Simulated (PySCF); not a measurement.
## How methods differ on the ionisation energy of Ar⁺

Ar⁺ [Ne] 3s2 3p5 (2P) → Ar²⁺ [Ne] 3s2 3p4 (3P), as a difference of total energies. All numbers are calculated (PySCF 2.14, the non-relativistic Hamiltonian (point nucleus), in def2-SVP (4s3p1d, 18 functions)). Correlated levels: valence: [Ne] frozen. The calculations carry no spin-orbit coupling.

```csv
method,ionisation energy (eV),difference from reference (eV)
UHF,26.666,-0.964
BP86,27.970,+0.340
MN15,28.017,+0.387
MP2 (valence),27.317,-0.313
SCS-MP2 (valence),27.290,-0.340
CCSD (valence),27.253,-0.377
CCSD(T) (valence),27.252,-0.378
```

Reference: 27.630 eV (measured; NIST Atomic Spectra Database, ionization energies).

The reference lies between the lowest fine-structure levels, while these numbers refer to the centres of the terms.

Errors of the correlated levels include the incompleteness of this basis and the frozen core.
